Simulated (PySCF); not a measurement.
**Working out the electron affinity of Tl**

Tl⁻ [Xe] 4f14 5d10 6s2 6p2 (3P) → Tl [Xe] 4f14 5d10 6s2 6p1 (2P). All numbers are calculated (PySCF 2.14, scalar relativity through the core potential, in def2-TZVPPD with the def2 core potential (60 electrons) (7s5p4d2f, 56 functions)). Frozen: 5s2 5p6 5d10. Energies in hartree (1 hartree = 27.21139 eV):

```tsv
part	Tl⁻ (lower)	Tl (upper)
UHF	-171.510968	-171.515042
CCSD correlation	-0.044965	-0.035264
(T)	-0.001253	-0.000489
```

Q: What does Hartree-Fock give?

A: (-171.515042) − (-171.510968) = -0.004074 hartree = -0.111 eV.

Q: What do CCSD and CCSD(T) give?

A: The CCSD correlation energies differ by 0.009701 hartree = 0.264 eV and the triples by 0.000764 hartree = 0.021 eV, so CCSD gives 0.153 eV and CCSD(T) 0.174 eV.

Reference: 0.320 eV (measured; photodetachment measurements, as compiled on the Wikipedia data page of electron affinities), between the lowest levels; spin-orbit coupling is absent from the calculation.

What remains against the reference includes basis incompleteness, the frozen core and higher excitations.
